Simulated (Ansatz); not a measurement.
A relaxation, step by step

GePH7S, closed shell, PBE0-D4/def2-TZVP (Ansatz 0.2.0). Settings:

```yaml
hamiltonian: {xc: pbe0, dispersion: d4}
relax: {f_tol: 0.005, max_steps: 200}
```

Start, a step off a saddle point along its unstable mode:

| atom | x (Å) | y (Å) | z (Å) |
| --- | --- | --- | --- |
| Ge1 | -1.0259 | 0.9854 | -0.3417 |
| S2 | 1.7794 | 0.8634 | 0.9052 |
| H3 | -0.2610 | 1.6150 | -1.4927 |
| H4 | -1.0580 | 1.6767 | 1.0070 |
| H5 | -2.4827 | 0.6552 | -0.8022 |
| H6 | 0.4710 | -1.2264 | 1.3539 |
| P7 | -0.0945 | -1.0809 | 0.0663 |
| H8 | 2.7707 | 0.1181 | 0.2862 |
| H9 | 0.8908 | -1.4041 | -0.8623 |
| H10 | -0.9899 | -2.2024 | -0.1197 |

| step | energy less the last (meV) | largest force component (eV/Å) |
| --- | --- | --- |
| 1 | 374.2 | 0.701 |
| 2 | 260.4 | 0.463 |
| 3 | 183.8 | 0.436 |
| 4 | 112.8 | 0.888 |
| 5 | 53.5 | 0.399 |
| 6 | 35.4 | 0.155 |
| 7 (rejected trial) | 96.1 | 1.328 |
| 8 | 25.0 | 0.051 |
| 9 | 22.0 | 0.336 |
| 10 | 11.5 | 0.096 |
| 11 | 7.7 | 0.082 |
| 12 (rejected trial) | 20.1 | 0.884 |
| 13 | 1.8 | 0.032 |
| 14 | 1.1 | 0.190 |
| 15 | 0.3 | 0.063 |
| 16 (rejected trial) | 0.3 | 0.056 |
| 17 | 0.2 | 0.029 |
| 18 | 0.1 | 0.016 |
| 19 | 0.0 | 0.012 |
| 20 | 0.0 | 0.004 |

Step 2, positions (Å) and forces (eV/Å):

```csv
atom,x,y,z,Fx,Fy,Fz
Ge1,-1.005,0.977,-0.314,-0.122,-0.093,-0.190
S2,1.708,0.880,0.747,0.463,-0.421,-0.018
H3,-0.223,1.612,-1.455,-0.070,-0.008,-0.031
H4,-1.063,1.704,1.021,0.027,0.041,0.038
H5,-2.451,0.664,-0.796,-0.028,-0.020,0.052
H6,0.371,-1.369,1.437,-0.403,-0.118,-0.411
P7,-0.051,-1.086,0.118,0.378,0.411,0.334
H8,2.735,0.164,0.212,-0.351,0.285,0.105
H9,0.971,-1.402,-0.781,-0.066,-0.083,-0.027
H10,-0.991,-2.145,-0.190,0.171,0.006,0.147
```

Step 6, positions (Å) and forces (eV/Å):

| atom | x | y | z | Fx | Fy | Fz |
| --- | --- | --- | --- | --- | --- | --- |
| Ge1 | -1.071 | 0.961 | -0.336 | -0.003 | -0.030 | 0.100 |
| S2 | 1.846 | 0.581 | 0.958 | -0.079 | -0.136 | -0.035 |
| H3 | -0.335 | 1.628 | -1.495 | 0.029 | 0.002 | -0.027 |
| H4 | -1.069 | 1.807 | 0.938 | -0.012 | -0.017 | -0.031 |
| H5 | -2.510 | 0.572 | -0.740 | 0.014 | -0.020 | -0.020 |
| H6 | 0.097 | -1.446 | 1.504 | 0.043 | 0.013 | -0.115 |
| P7 | 0.126 | -0.963 | 0.181 | -0.115 | 0.155 | 0.120 |
| H8 | 2.674 | 0.242 | -0.038 | 0.083 | 0.051 | -0.044 |
| H9 | 1.105 | -1.448 | -0.703 | 0.023 | -0.017 | 0.060 |
| H10 | -0.862 | -1.935 | -0.269 | 0.016 | -0.001 | -0.008 |

Step 14, positions (Å) and forces (eV/Å):

| atom | x | y | z | Fx | Fy | Fz |
| --- | --- | --- | --- | --- | --- | --- |
| Ge1 | -0.988 | 0.949 | -0.331 | -0.014 | 0.015 | 0.010 |
| S2 | 1.947 | 0.369 | 0.943 | 0.046 | 0.035 | -0.190 |
| H3 | -0.101 | 1.686 | -1.336 | -0.005 | -0.016 | 0.014 |
| H4 | -1.159 | 1.717 | 0.978 | -0.002 | -0.004 | -0.014 |
| H5 | -2.356 | 0.598 | -0.957 | 0.017 | -0.003 | 0.003 |
| H6 | 0.120 | -1.444 | 1.565 | 0.004 | 0.001 | 0.011 |
| P7 | 0.115 | -1.015 | 0.228 | 0.032 | 0.006 | -0.046 |
| H8 | 2.369 | 0.700 | -0.297 | -0.062 | -0.052 | 0.187 |
| H9 | 1.018 | -1.633 | -0.655 | -0.023 | 0.011 | 0.020 |
| H10 | -0.964 | -1.927 | -0.139 | 0.006 | 0.007 | 0.005 |

Last step (20):

Ge1  (-0.991, 0.949, -0.330)
S2  (1.951, 0.363, 0.938)
H3  (-0.099, 1.688, -1.328)
H4  (-1.172, 1.719, 0.977)
H5  (-2.352, 0.591, -0.964)
H6  (0.126, -1.441, 1.566)
P7  (0.118, -1.012, 0.228)
H8  (2.372, 0.694, -0.294)
H9  (1.011, -1.631, -0.662)
H10  (-0.965, -1.921, -0.132)
(Å)

Hardware: 4 CPU threads of an Arm Neoverse V2, shared host. Wall time about 43 s.
